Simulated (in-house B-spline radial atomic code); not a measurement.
Ionising V⁵⁺ with different functionals

Computed with a radial B-spline atomic code at the basis-set limit: non-relativistic Hamiltonian, point nucleus, spin-polarised at highest spin, spherical fractional occupations for the functionals, the average over the highest-spin determinants for Hartree-Fock. The ionisation energy is the difference of two self-consistent energies, [Ne] 3s2 3p6 → [Ne] 3s2 3p5, without Breit or QED terms; ε is the level of the shell that loses the electron (its least bound occupied spin orbital).

Hybrids are left out here: with spherical fractional occupations of an open shell their exact exchange keeps a self-interaction that integer-occupation calculations don't have.

```json
{"method": "Hartree-Fock", "rung": "Hartree-Fock", "ΔSCF (eV)": "127.18", "-ε(3p) (eV)": "128.26"}
{"method": "LDA VWN5", "rung": "LDA", "ΔSCF (eV)": "128.24", "-ε(3p) (eV)": "117.29"}
{"method": "LDA PW92", "rung": "LDA", "ΔSCF (eV)": "128.24", "-ε(3p) (eV)": "117.28"}
{"method": "LDA exchange-only", "rung": "LDA", "ΔSCF (eV)": "126.22", "-ε(3p) (eV)": "115.35"}
{"method": "PBE", "rung": "GGA", "ΔSCF (eV)": "128.22", "-ε(3p) (eV)": "117.30"}
{"method": "PBEsol", "rung": "GGA", "ΔSCF (eV)": "128.10", "-ε(3p) (eV)": "117.17"}
{"method": "BLYP", "rung": "GGA", "ΔSCF (eV)": "128.05", "-ε(3p) (eV)": "117.13"}
{"method": "RPBE", "rung": "GGA", "ΔSCF (eV)": "128.20", "-ε(3p) (eV)": "117.29"}
{"method": "PW91", "rung": "GGA", "ΔSCF (eV)": "128.34", "-ε(3p) (eV)": "117.41"}
{"method": "BP86", "rung": "GGA", "ΔSCF (eV)": "128.32", "-ε(3p) (eV)": "117.38"}
{"method": "AM05", "rung": "GGA", "ΔSCF (eV)": "128.08", "-ε(3p) (eV)": "117.14"}
{"method": "OLYP", "rung": "GGA", "ΔSCF (eV)": "128.55", "-ε(3p) (eV)": "117.68"}
{"method": "TPSS", "rung": "meta-GGA", "ΔSCF (eV)": "128.47", "-ε(3p) (eV)": "117.62"}
{"method": "SCAN", "rung": "meta-GGA", "ΔSCF (eV)": "129.04", "-ε(3p) (eV)": "118.35"}
{"method": "r2SCAN", "rung": "meta-GGA", "ΔSCF (eV)": "128.98", "-ε(3p) (eV)": "118.31"}
{"method": "M06-L", "rung": "meta-GGA", "ΔSCF (eV)": "129.09", "-ε(3p) (eV)": "118.34"}
{"method": "revTPSS", "rung": "meta-GGA", "ΔSCF (eV)": "128.38", "-ε(3p) (eV)": "117.53"}
```

(1) How do they compare with the NIST value?

## Answers

(1) NIST lists 128.12 eV ± 0.025 (measured, ground level to ground level). Errors run from -1.90 to +0.97 eV; PBEsol is closest (-0.03 eV), though others lie within the uncertainty of it, and part of that can be cancellation, since the calculations leave out relativity, Breit-QED terms, multiplet and fine-structure energies. Hartree-Fock also lacks correlation.
